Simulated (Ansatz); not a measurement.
CH$_{9}$NO$_{2}$Si$_{2}$, SMILES `CN([SiH3])[SiH](O)O`, relaxed with RKS PBE0-D4/def2-TZVP in Ansatz 0.2.0 from a GFN2-xTB geometry. The force threshold is 0.005 eV/Å; the program also tests the step.

Charge 0, multiplicity 1.

Start:

```xyz
15

C     0.068   -1.531   -0.748
N     0.143   -0.159   -0.280
Si    1.290    0.836   -1.107
Si   -0.598    0.167    1.258
O    -0.941    1.749    1.392
O    -2.003   -0.628    1.383
H     0.003   -1.555   -1.837
H     0.949   -2.105   -0.446
H    -0.813   -2.014   -0.332
H     1.179    2.189   -0.556
H     2.662    0.343   -0.919
H     0.945    0.810   -2.532
H     0.204   -0.323    2.372
H    -0.273    2.389    1.170
H    -2.813   -0.167    1.181
```

Problem. How much energy does the relaxation release, and in how many steps? (An estimate is asked.)

Solution. Ansatz gave: 11.27 kJ/mol, in 27 steps, 3 of them rejected.

Problem. Which bonds change most? (Estimate.)

Solution. Computed: Si3–H12 from 1.466 to 1.491 Å; Si3–H10 from 1.465 to 1.487 Å; Si4–H13 from 1.457 to 1.478 Å; Si3–H11 from 1.470 to 1.488 Å.

Problem. Give the relaxed structure. (An estimate is asked.)

Solution. Ansatz gave: 
```xyz
15

C     0.354   -1.639   -0.490
N     0.276   -0.225   -0.115
Si    1.070    0.892   -1.162
Si   -0.764    0.130    1.210
O    -0.681    1.731    1.549
O    -2.336   -0.230    0.948
H    -0.334   -1.893   -1.303
H     1.368   -1.904   -0.805
H     0.103   -2.277    0.363
H     1.240    2.193   -0.464
H     2.406    0.341   -1.517
H     0.336    1.139   -2.436
H    -0.389   -0.747    2.339
H     0.177    2.157    1.536
H    -2.828    0.332    0.347
```
